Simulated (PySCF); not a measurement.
Mg(SH)(SiH3) (H₄MgSSi), SMILES [Mg]([SH])[SiH3]. Atoms are numbered in the order given.

```xyz
7

Mg     0.0252     0.0990    -0.0840
S      0.5508     1.7593    -1.6049
H      1.4031     0.9391    -2.2683
Si    -0.5942    -1.7097     1.6351
H     -1.3227    -2.8695     1.0177
H     -1.4877    -1.1836     2.7226
H      0.6091    -2.2882     2.3241
```
Charge 0, spin multiplicity 1.

Geometry: PBE-D3(BJ)/def2-TZVP. Other conformers were not sampled.

Level of theory: PySCF with TDDFT-ωB97X/def2-SVPD.

Vertical excitations. The molecule is in vacuum.

Computed UV-visible absorptions:
| state | energy (eV) | λ (nm) | f | main pairs |
|---|---|---|---|---|
| S1 | 5.17 | 240 | 0.030 | HOMO→LUMO 60 %, HOMO→LUMO+1 27 % |
| S2 | 5.25 | 236 | 0.069 | HOMO−1→LUMO 63 %, HOMO−1→LUMO+1 29 % |
| S3 | 5.42 | 229 | 0.002 | HOMO→LUMO+1 46 %, HOMO→LUMO 31 %, HOMO−1→LUMO+2 9 % |
| S4 | 5.49 | 226 | 0.096 | HOMO−1→LUMO+2 78 %, HOMO→LUMO+1 14 % |
| S5 | 5.66 | 219 | 0.357 | HOMO−1→LUMO+1 51 %, HOMO→LUMO+2 21 %, HOMO−1→LUMO 20 % |
| S6 | 6.05 | 205 | 0.456 | HOMO→LUMO+2 64 %, HOMO−1→LUMO+1 13 %, HOMO−1→LUMO 10 % |
| S7 | 6.53 | 190 | 0.001 | HOMO→LUMO+10 30 %, HOMO→LUMO+3 24 %, HOMO→LUMO+6 23 %, HOMO→LUMO+7 9 % |
| S8 | 6.76 | 184 | 0.013 | HOMO−2→LUMO+1 52 %, HOMO−1→LUMO+3 15 %, HOMO−2→LUMO 15 % |
| S9 | 6.96 | 178 | 0.126 | HOMO−2→LUMO 64 %, HOMO−2→LUMO+1 18 % |
| S10 | 7.16 | 173 | 0.073 | HOMO−2→LUMO+2 75 %, HOMO−1→LUMO+8 12 % |
| T1 | 4.61 | 269 | 0 | HOMO−1→LUMO 70 %, HOMO−1→LUMO+1 13 % |
| T2 | 4.77 | 260 | 0 | HOMO−1→LUMO+2 78 % |
| T3 | 4.81 | 258 | 0 | HOMO−1→LUMO+1 72 %, HOMO−1→LUMO 15 % |
| T4 | 5.01 | 247 | 0 | HOMO→LUMO 42 %, HOMO→LUMO+1 41 % |
Triplets are in the Tamm–Dancoff approximation, which puts them higher than full response would, so one can lie above its singlet here.
